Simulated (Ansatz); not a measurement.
Stretching the B1–Cl2 bond in BCl (multiplicity 1 held). Energies count from the point at 1.722 Å.


R- and RO- levels are restricted; in cc, def2 and unpolarised 6-31G sets they are followed outwards from rest. Unrestricted levels (U-) break spin symmetry where that is lower. Active spaces are followed from rest. Levels need not reach the same state.

Frozen-core correlation.

Codes used: Ansatz (Gaussian basis) for Hartree–Fock, density functionals and correlated methods. Each number belongs to the level named beside it.

Q: Give the energy at R = 6.886 Å at the level R-HF/cc-pV(T+d)Z.

A: 7.33 eV

Q: Predict the energy at R = 6.886 Å from U-PBE/cc-pV(T+d)Z.

A: 5.03 eV

Q: Give the energy at R = 6.886 Å at the level FIC-MRCISD+Q on CASSCF(10,8)/cc-pV(T+d)Z.

A: 5.12 eV

Doubts at one or more of the structures used: a restricted determinant that unrestricted orbitals would lower (R-HF/cc-pV(T+d)Z); a spin-contaminated determinant (U-PBE/cc-pV(T+d)Z).

Ansatz is a quantum-chemistry and plane-wave program.
